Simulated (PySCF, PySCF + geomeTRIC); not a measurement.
This sextet lies 0.75 eV below the relaxed quartet at the level B3LYP-D3(BJ)/def2-TZVP // BP86-D3(BJ)/def2-SVP (PySCF).

Species: [Fe(Cl)3] (charge 0, multiplicity 6).

Problem. Give a relaxed geometry from BP86-D3(BJ)/def2-SVP run with PySCF + geomeTRIC.

Solution. the end point of this relaxation.
Cartesian coordinates (Å) in one orientation:
```xyz
4

Fe     0.004     0.006    -0.013
Cl    -0.638     1.974     0.569
Cl    -1.455    -1.501    -0.490
Cl     2.102    -0.456    -0.112
```
